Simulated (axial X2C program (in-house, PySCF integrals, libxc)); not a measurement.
## NSnO⁺: properties at the nuclei

Computed with an axial X2C code built on PySCF integrals: two-component X2C with atomic mean-field Coulomb and Gaunt terms, Gaussian nuclei, basis N dyall-av3z, Sn dyall-v3z, O dyall-av3z with contracted cores.

N–Sn–O held linear, with bonds 2.088 and 1.786 Å (near the PBE0 minimum at charge 1 of the determinant lowest at the starting distance; the state shown can have its own minimum elsewhere, held linear; other orders of the atoms were not compared).

Determinant lowest in the PBE0 search, Ω = 1 (⟨Sz⟩ = 1.00, ⟨Lz⟩ = 0.00 at PBE0), spin on the atoms N 1.06, Sn -0.05, O -0.01:

| level | Eeff magnitude (GV/cm) | Ws magnitude Sn (kHz) | A∥/gI N (MHz) | qzz N (a.u.) | A∥/gI Sn (MHz) | qzz Sn (a.u.) | A∥/gI O (MHz) | qzz O (a.u.) |
| --- | --- | --- | --- | --- | --- | --- | --- | --- |
| PBE0 | 5.3 | 3.21 | -113 | -0.03 | -226 | -6.76 | -29.8 | 1.81 |
| HF | 22.1 | 13.2 | -45.7 | -0.08 | 876 | -7.07 | -57.4 | 2.63 |
| BHandHLYP | 11.4 | 6.87 | -80 | -0.04 | 135 | -7.42 | -29.7 | 2.17 |

Determinant 1.65 eV from it at PBE0 and this distance, Ω = 0 (closed shell), highest spinor 69% O p, 19% N p, 7% Sn d:

```json
{"level": "PBE0", "qzz N (a.u.)": "-0.21", "qzz Sn (a.u.)": "-6.70", "qzz O (a.u.)": "1.76"}
{"level": "HF", "qzz N (a.u.)": "-0.26", "qzz Sn (a.u.)": "-9.94", "qzz O (a.u.)": "2.50"}
{"level": "BHandHLYP", "qzz N (a.u.)": "-0.29", "qzz Sn (a.u.)": "-7.74", "qzz O (a.u.)": "2.19"}
```

Eeff is the effective electric field on the electron electric dipole moment in this Ω state and Ws the scalar–pseudoscalar constant of the nucleus named (defined with the proton number Z and per Ω); A∥ (defined per Ω) follows by multiplying with gI = μI/(I μN); qzz is the electric field gradient, eQq0 = 234.96 MHz × Q/barn × qzz. The operators were transformed with the bare-nucleus X2C matrices; with these basis sets, hyperfine constants and field gradients can be off by tens of per cent, and where levels differ in sign neither size nor sign is settled.

Question: With gI(17O) = -0.7575, Q(17O) = -0.02558 barn (g factors from the IAEA table of nuclear moments by Stone; Q from Pyykkö, Mol. Phys. 2018), turn the PBE0 values of the first state into constants in MHz.

Answer: A∥(17O) = -29.8 × -0.7575 = 22.6 MHz; eQq0(17O) = 234.96 × (-0.02558) × (1.81) = -10.9 MHz.

The molecule was held linear; bending was not examined, so a bent shape may lie lower.

Each state is one determinant with collinear spin, which with several unpaired electrons need not be a pure state. Unrestricted Hartree–Fock can overshoot spin polarisation at the nuclei. A closed determinant beside an open π² or δ² triplet, such as (π1/2)², mixes with its partner pair into the 0⁺ component of the triplet and ¹Σ⁺, so its energy is not that of a level, and 0⁺ can lie lowest. With several open shells hyperfine constants can be off by a factor of several. Where Eeff spreads by more than a factor of two the levels disagree and none is to be relied on. Open-shell Ω = 0 determinants with evenly filled partner blocks cannot be reached by this program, so the Ω shown need not be the lowest component. The search compared states at one distance, so a state with another bond length can lie lower. Where a field gradient or hyperfine factor spreads by more than a factor of two over the levels, a constant derived from it is not to be relied on. PBE0 term energies can be off by some tenths of an eV.
